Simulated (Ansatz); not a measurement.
```yaml
crystal:
  periodic: [false, false, false]
  atoms:
    - {symbol: Si, position_ang: [-1.718898, 0.936607, 0.794001]}
    - {symbol: O, position_ang: [-0.365415, 0.047543, 1.059349]}
    - {symbol: Si, position_ang: [1.130971, -0.279633, 0.506932]}
    - {symbol: C, position_ang: [1.031680, -1.022240, -1.215143]}
    - {symbol: Cl, position_ang: [0.197090, 0.137718, -2.290539]}
    - {symbol: H, position_ang: [-1.365917, 2.262774, 0.226129]}
    - {symbol: H, position_ang: [-2.624946, 0.218455, -0.136018]}
    - {symbol: H, position_ang: [-2.397590, 1.119728, 2.100933]}
    - {symbol: H, position_ang: [1.760045, -1.268418, 1.419316]}
    - {symbol: H, position_ang: [1.947984, 0.957852, 0.438915]}
    - {symbol: H, position_ang: [2.019885, -1.213286, -1.636820]}
    - {symbol: H, position_ang: [0.462111, -1.952301, -1.233054]}
basis:
  gaussian: {orbitals: def2-TZVPP}
magnetization: {spin_polarized: true, initial_magnetization: 1}
hamiltonian: {xc: {name: PBE0}, pseudopotentials: {relativity: scalar}}
output: {forces: true}
```

```sh
$ ansatz run in.yaml --threads 4 --pin off --events-out ev --progress --plain --max-ram 10444MiB
```

It prints (some lines left out):

```
Error: a molecule whose nuclei and cores have a total charge of 66 cannot have a net charge of 0 together with 1 unpaired electrons
```

(1) What is wrong with this run?

Answers

(1) The number of unpaired electrons doesn't fit the electron count. The program refused the input.
